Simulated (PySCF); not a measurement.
PySCF 2.14 output of an unrestricted PBE0 calculation on a single atom or ion in aug-cc-pVTZ-DK, with the spin-free X2C one-electron Hamiltonian (Gaussian nucleus):

```
SCF conv_tol = 1e-09
number electrons alpha = 16  beta = 15
    C. Adamo and V. Barone.,  J. Chem. Phys. 110, 6158 (1999)
    M. Ernzerhof and G. E. Scuseria.,  J. Chem. Phys. 110, 5029 (1999)
cycle= 1 E= -1943.56739289245  delta_E= -0.00526  |g|= 0.126  |ddm|= 0.879
cycle= 2 E= -1943.56751799416  delta_E= -0.000125  |g|= 0.119  |ddm|= 1.16
cycle= 3 E= -1943.57091280981  delta_E= -0.00339  |g|= 0.00257  |ddm|= 0.601
cycle= 4 E= -1943.57091523538  delta_E= -2.43e-06  |g|= 0.000294  |ddm|= 0.016
cycle= 5 E= -1943.5709152801  delta_E= -4.47e-08  |g|= 1.95e-05  |ddm|= 0.00201
cycle= 6 E= -1943.57091528028  delta_E= -1.75e-10  |g|= 1.8e-06  |ddm|= 0.000133
converged SCF energy = -1943.57091528028  <S^2> = 0.7534967  2S+1 = 2.0034936
```

The run itself started from symmetry-adapted Hartree-Fock orbitals and held the occupation by maximum overlap, on a logarithmic radial grid, so the iterations belong to that start.

Which element, charge and spin multiplicity is this?

Ga (gallium, neutral), multiplicity 2; the state was [Ar] 3d10 4s2 4p1, 2P determinant.
